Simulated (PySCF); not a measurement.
**Highest orbital energy against ionisation energy along the 5p block**

Calculated with PySCF 2.14, no spin-orbit coupling. Each cell gives −ε(HOMO) / ΔSCF in eV; NIST values include spin-orbit coupling, (s) semi-empirical, (t) theoretical.

| species | UHF | LDA | PBE | PBE0 | r2SCAN | NIST (lowest levels) |
| --- | --- | --- | --- | --- | --- | --- |
| In²⁺ (aug-cc-pwCVDZ-PP with ECP28MDF, ECP) | 26.765 / 26.626 | 24.639 / 29.073 | 24.229 / 28.654 | 25.039 / 28.276 | 24.477 / 28.369 | 28.044 |
| Sn²⁺ (aug-cc-pwCVDZ-PP with ECP28MDF, ECP) | 28.786 / 28.538 | 26.619 / 31.282 | 26.170 / 30.796 | 27.059 / 30.427 | 26.374 / 30.466 | 30.506 |
| Sb²⁺ (aug-cc-pwCVDZ-PP with ECP28MDF, ECP) | 24.407 / 24.117 | 20.556 / 24.909 | 20.483 / 24.696 | 21.638 / 24.728 | 20.860 / 24.860 | 25.323 |
| Te²⁺ (aug-cc-pwCVDZ-PP with ECP28MDF, ECP) | 27.316 / 26.933 | 23.032 / 27.680 | 22.962 / 27.472 | 24.243 / 27.536 | 23.396 / 27.670 | 27.84 ± 0.04 |
| I²⁺ (aug-cc-pwCVDZ-PP with ECP28MDF, ECP) | 30.281 / 29.813 | 25.513 / 30.446 | 25.447 / 30.249 | 26.866 / 30.361 | 25.962 / 30.522 | 29.57 ± 0.025 |
| Xe²⁺ (aug-cc-pwCVDZ-PP with ECP28MDF, ECP) | 29.882 / 29.272 | 25.797 / 30.750 | 25.614 / 30.409 | 26.957 / 30.424 | 25.943 / 30.429 | 31.05 ± 0.04 (s) |

**Question.** How far is −ε(HOMO) from ΔSCF on average for each method, and why?

**Answer.** UHF 0.36 eV; LDA -4.66 eV; PBE -4.56 eV; PBE0 -3.33 eV; r2SCAN -4.22 eV. Hartree-Fock orbital energies lack relaxation and so exceed the ΔSCF value; semilocal functionals have convex E(N) from self-interaction, so their HOMO lies far too high; exact exchange moves hybrids part of the way back.
